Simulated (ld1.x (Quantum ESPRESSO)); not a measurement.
Which change was made? (N, ultrasoft)

| Property | Result |
| --- | --- |
| Element | N |
| Generator | ld1.x (Quantum ESPRESSO) 7.5 |
| Type | ultrasoft |
| Functional | PBE |
| Relativity | scalar-relativistic |
| Frozen core | [He] |
| Valence charge | 5 |
| Reference configuration | 2s2 2p3 |
| Partial waves | 2s (bound): rcut 0.65, rcutus 0.90 bohr; 2s channel at -1 Ry: rcut 0.65, rcutus 0.90 bohr; 2p (bound): rcut 1.75, rcutus 2.15 bohr; 2p channel at 1.1 Ry: rcut 1.75, rcutus 2.15 bohr; 3d channel at 0.3 Ry: rcut 1.90, rcutus 2.10 bohr; 3d channel at 1.2 Ry: rcut 1.90, rcutus 2.10 bohr |
| Local potential | all-electron potential smoothed inside 1.60 bohr (lloc = -1) |
| Core correction | a·sin(br)/r model core, default radius (core density twice the valence density) |
| Augmentation charge | PSQ, radius 0.75 bohr |

Cutoffs, loose and tight: the cutoffs (Ry, on a coarse ladder) from which the occupation-weighted sum of valence levels, in a spherical-Bessel basis at the reference potential, stays within 10 and 1 mRy of its value at 400 Ry. They do not see the model core or the augmentation charge, which bear on the density cutoff. Test errors are all-electron minus pseudo excitation energies from the reference, over the configurations 2s2 2p2; 2s2 2p1; 2s2 2p0; 2s2 2p3.3; 2s2 2p2.5; 2s1 2p3; 2s0 2p5; variants that change the core or the reference have their own tests.

The base gives: outcome: generated; cutoff, loose: 35 Ry; cutoff, tight: 50 Ry; bound ghosts: none; largest test error (meV): test run stopped at test 1 of 7 (negative rho).

Q: After one change the result is: outcome: generated; cutoff, loose: 12 Ry; cutoff, tight: 18 Ry; bound ghosts: none; largest test error (meV): -72. Which change was it?
A. all radii but the core radius scaled by about 1.19 (s 1.08, p 2.56, d 2.50 bohr, rcut 0.78/2.08/2.26); local potential all-electron potential smoothed inside 1.90 bohr (lloc = -1); augmentation PSQ, radius 0.90 bohr
B. type TM; waves now 2p (bound): rc 2.15 bohr; 3d channel at 0.3 Ry: rc 2.10 bohr; 2s (bound): rc 0.90 bohr; local potential the s channel
C. local potential all-electron potential smoothed inside 2.16 bohr (lloc = -1)

A: A. The others give: type TM; waves now 2p (bound): rc 2.15 bohr; 3d channel at 0.3 Ry: rc 2.10 bohr; 2s (bound): rc 0.90 bohr; local potential the s channel → outcome: generated; cutoff, loose: 55 Ry; cutoff, tight: 140 Ry; bound ghosts: none; largest test error (meV): +2005 | local potential all-electron potential smoothed inside 2.16 bohr (lloc = -1) → outcome: generated, overlap not positive; bound ghosts: not determined (overlap not positive); largest test error (meV): test run stopped at test 1 of 7 (negative rho). A file whose overlap is not positive is unfit for use, and its test errors describe a broken file.
